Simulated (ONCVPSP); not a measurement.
# What one change does to a pseudopotential (fluorine (F), ONCV)

- Element: F (Z = 9)
- Generator: ONCVPSP 4.0.1
- Type: optimised norm-conserving Vanderbilt (ONCV)
- Functional: Wu-Cohen
- Relativity: scalar-relativistic
- Frozen core: [He]
- Valence charge: 7
- Reference configuration: 2s2 2p5
- Partial waves: 2s: rc 0.75 bohr, ncon 4, nbas 9, qcut 11.1 1/bohr, 2 projectors, debl 2.1 Ha; 2p: rc 1.75 bohr, ncon 3, nbas 7, qcut 6.5 1/bohr, 1 projector
- Local potential: polynomial inside 0.65 bohr (lpopt 5, dvloc0 6 Ha)
- Core correction: Teter function, fcfact 3.5, rcfact 1.6

Change: p: rc 2.6.

Cutoffs: the cutoffs (Ha) at which the residual kinetic energy of the hardest occupied pseudo-wave falls to 1 and 0.1 mHa per electron; they do not see the model core or the augmentation charge, which bear on the density cutoff. Errors are all-electron minus pseudo energies relative to the spin-unpolarised reference configuration.

Task: How do hardness, ghosts and transferability respond?

Result: The potential gets neither clearly harder nor softer (52 Ha and 89 Ha → 52 Ha and 89 Ha); the s channel sets the loose cutoff, while the largest relative change is in p, which becomes softer; the number of tests with a reliable result goes from 4 to 3; of the 3 tests that both files solve, the error grows in 3 and shrinks in 0 by more than 15 % and 0.3 meV (median size 126.3 → 356.5 meV); neither file shows a bound ghost. More of the atom is replaced by a form fitted at one configuration, so other configurations suffer.

| quantity | base | changed |
| --- | --- | --- |
| cutoff, loose | 52 Ha | 52 Ha |
| cutoff, tight | 89 Ha | 89 Ha |
| loose cutoff by channel | s 52 Ha, p 18 Ha | s 52 Ha, p 13 Ha |
| bound ghosts | none | none |
| GHOST(+) flags under 300 eV | none | none |
| tests with a reliable result | 4 of 4 | 3 of 4 |
| error for 2s2 2p4, meV [ΔE 19.37 eV] | +126 | +356 |
| error for 2s2 2p3, meV [ΔE 57.75 eV] | +977 | +2348 |
| error for 2s2 2p4.5, meV [ΔE 7.53 eV] | +20 | +63 |
| s: phases at 0.76 bohr within 0.05 rad from the reference energy up to (Ha; the scan ends near 5) | to the end of the scan | to the end of the scan |
| rms error of d²Exc/dni dnj with the model core, mHa | 1.22 | 3.50 |
